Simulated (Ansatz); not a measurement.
Basis-set extrapolation for BH$_{7}$N$_{2}$Si, SMILES `NB[SiH2]N` (PBE0-D4/def2-TZVP geometry, frozen core, Ansatz 0.2.0). Multiplicity 1, RHF reference.

```
                      def2-TZVPP   def2-QZVPP
                 HF  -426.717450  -426.733575
    MP2 correlation    -0.658368    -0.705057
CCSD(T) correlation    -0.729308      not run
```

Energies in hartree. Use E(X) = E(∞) + A·exp(−7.88·√X) for Hartree–Fock and E(X) = E(∞) + B·X^(−2.97) for correlation, with X = 3 and 4, and add CCSD(T) minus MP2 of the smaller set to the MP2 limit.

What is the CCSD(T) energy at the basis-set limit?

HF limit: -426.733575 + (-0.016125) × 0.13774 = -426.73580. MP2 limit: -0.705057 + (-0.046689) × 0.74074 = -0.73964. Higher-order term: -0.729308 − (-0.658368) = -0.07094. Total: -427.54638 hartree, 261.6 kJ/mol below CCSD(T)/def2-TZVPP.
